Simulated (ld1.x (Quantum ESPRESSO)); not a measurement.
## Ranking TM semilocal potentials for gold

All share these settings but for the change named:

- Element: Au
- Generator: ld1.x (Quantum ESPRESSO) 7.5
- Type: norm-conserving Troullier–Martins (semilocal form)
- Functional: PBE
- Relativity: scalar-relativistic
- Frozen core: [Xe] 4f14
- Valence charge: 11
- Reference configuration: 5d10 6s0.5 6p0.5
- Partial waves: 6s (bound): rc 2.35 bohr; 5d (bound): rc 2.10 bohr; 6p (bound): rc 3.40 bohr
- Local potential: the p channel
- Core correction: Bessel-smoothed model core, default radius (core density twice the valence density)

Test errors are all-electron minus pseudo excitation energies from the reference, over 5d10 6s1 6p0; 5d10 6s0 6p0; 5d9 6s0 6p0; 5d10 6s0.5 6p0; 5d9 6s1 6p1; 5d9 6s2 6p0; 5d8 6s0 6p0. None of these files shows a bound ghost.

The base gives 168.4 meV.

Of 7 variants that were run, those that failed, showed a ghost or another fault, or gave nearly equal values are left out.

A variant can come out equal or close to the base, since the largest error may sit in a test that the change hardly touches while other tests move.

Task: Rank these variants by their largest absolute test error, smallest first.
A. wave 6p (bound): rc 3.40 bohr becomes 6p (bound): rc 4.40 bohr
B. wave 6s (bound): rc 2.35 bohr becomes 6s (bound): rc 2.28 bohr
C. all radii but the core radius scaled by about 1.15 (s 2.70, p 3.90, d 2.40 bohr)

Result: B (167.5 meV), A (199.3 meV), C (241.6 meV).
